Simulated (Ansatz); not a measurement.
def2 core potentials replace the inner electrons of Te.

Z-matrix (Å, degrees):
```
C
H 1 1.0972
H 1 1.0977 2 110.91
H 1 1.1003 2 110.12 3 121.70
Te 1 2.1700 2 110.79 4 118.83
O 5 2.0200 1 95.36 2 73.75
H 6 0.9688 5 106.25 1 -90.82
```
Charge 0, spin multiplicity 1.

Question: Give the LUMO, dipole moment, HOMO–LUMO gap, total energy and HOMO at the level CAM-B3LYP-D3(BJ)/def2-TZVP // B3LYP-D3(BJ)/def2-SVP (Ansatz, an electronic-structure program).

Answer: 
LUMO: -0.57 eV
dipole moment: 2.13 D
HOMO–LUMO gap: 6.75 eV
total energy: -10442.31 eV
HOMO: -7.32 eV
